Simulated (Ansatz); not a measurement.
The cluster Cs3Ge3Br9, relaxed as a singlet with RKS PBE-D4/def2-SVP in Ansatz, starting from the GFN1-xTB geometry. Force threshold 0.03 eV/Å.

In the def2 sets Cs takes a core potential; there is no spin–orbit coupling. Single mean-field runs in def2-SVP are fitted with def2-universal-jkfit. Another isomer (singlet) lies 0.34 eV lower at PBE0-D4/def2-TZVP; other spin states weren't run for this one.

Start:

```xyz
15

Cs   -1.361   -2.194    0.602
Cs    1.129    2.334   -0.603
Cs    0.810   -1.333   -4.366
Ge   -2.234   -2.767    3.702
Ge    1.730    1.732   -3.752
Ge    0.258    0.382    1.909
Br   -1.741    1.139    0.798
Br   -0.290   -4.035    3.109
Br    1.662    1.468   -6.147
Br    1.869    4.113   -3.490
Br   -0.678    1.534   -3.378
Br   -2.354   -3.269    5.990
Br    0.964    2.509    2.746
Br   -0.981   -0.472    3.989
Br    1.216   -1.141   -1.108
```

**Question.** Estimate the energy that the relaxation releases and the steps that it takes.

**Answer.** 51.5 kcal/mol, in 59 steps; 4 min on 2 threads of AMD EPYC 7R13 on a shared host and a share (18 GiB) of an NVIDIA H100 80GB HBM3. The force fell under the threshold at step 16, but the optimiser went on and released 0.564 eV more. No frequencies were taken in this run, so the end may be a saddle point.

**Question.** Does the start keep its bonding and symmetry?

**Answer.** Bonds lost: Cs1–Ge4, Cs1–Br14, Cs2–Ge5, Cs2–Br10 (atoms count from 1). Bonds formed: Cs2–Br9, Cs3–Br10 (atoms count from 1). Metal–metal contacts that move far: Cs1–Cs3 5.49 to 6.81 Å.

**Question.** Predict the relaxed structure.

**Answer.** 
```xyz
15

Cs   -1.448   -3.507    0.056
Cs   -0.223    1.751   -0.955
Cs    1.262   -0.128   -5.203
Ge   -2.321   -2.227    4.792
Ge    1.715    4.007   -4.583
Ge    0.458   -0.636    2.708
Br   -1.859   -0.323    1.653
Br   -0.795   -3.833    3.548
Br    2.796    2.349   -2.992
Br    2.412    2.914   -6.702
Br   -0.604    2.956   -4.436
Br   -2.104   -3.148    6.989
Br    1.243    1.686    2.398
Br   -0.387   -0.343    5.109
Br   -0.145   -1.518   -2.383
```
Bond lengths (bridged metal pairs left out): 12 × Br–Cs 3.41 to 3.71 Å; 9 × Br–Ge 2.39 to 2.72 Å; 2 × Cs–Ge 4.20 to 4.35 Å.
